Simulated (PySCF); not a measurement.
CH₃Se, SMILES C[Se], multiplicity 2. Geometry optimised at ωB97X-D3(BJ)/def2-TZVP. The isomer is the one that the SMILES or the coordinates give; other isomers of the formula were not compared.

Computed equilibrium geometry at ωB97X-D3(BJ)/def2-TZVP (PySCF confirms it by a frequency run) as Cartesian coordinates in Å, and its point group:
point group Cs.
```xyz
5

C     -1.5024     0.0068     0.0000
Se     0.4295     0.0007     0.0000
H     -1.8869     0.4872     0.8980
H     -1.8869     0.4872    -0.8980
H     -1.8160    -1.0404     0.0000
```
Charge 0, spin multiplicity 2.
